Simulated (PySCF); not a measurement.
Cr: excitation energy

Cr [Ar] 3d5 4s1 (7S) → Cr [Ar] 3d4 4s2 (5D), as a difference of total energies. Computed with PySCF 2.14 in x2c-TZVPPall (6s5p4d2f1g, 64 functions), with the spin-free X2C one-electron Hamiltonian (Gaussian nucleus). Correlated levels: valence: [Ar] frozen; valence and next inner shell: [Ne] frozen. The calculations carry no spin-orbit coupling.

| method | excitation energy (cm⁻¹) | error (cm⁻¹) |
| --- | --- | --- |
| UHF | 6966.2 | -1124 |
| LDA | 15472 | +7382 |
| PBE | 14992 | +6902 |
| PBE0 | 12925 | +4835 |
| r2SCAN | 16022 | +7931 |
| M06 | 8258.3 | +168 |
| B2PLYP | 7624.9 | -465 |
| PW91 | 15187 | +7097 |
| CAM-B3LYP | 8641.6 | +551 |
| MP2 (valence) | 8464.5 | +374 |
| SCS-MP2 (valence) | 1056.1 | -7034 |
| MP2 (valence and next inner shell) | 12085 | +3994 |
| SCS-MP2 (valence and next inner shell) | 5192.3 | -2898 |

Reference: 8090.2 cm⁻¹ (measured; NIST levels, between the centres of gravity of the two terms).

Errors of the correlated levels include the incompleteness of this basis and the frozen core.
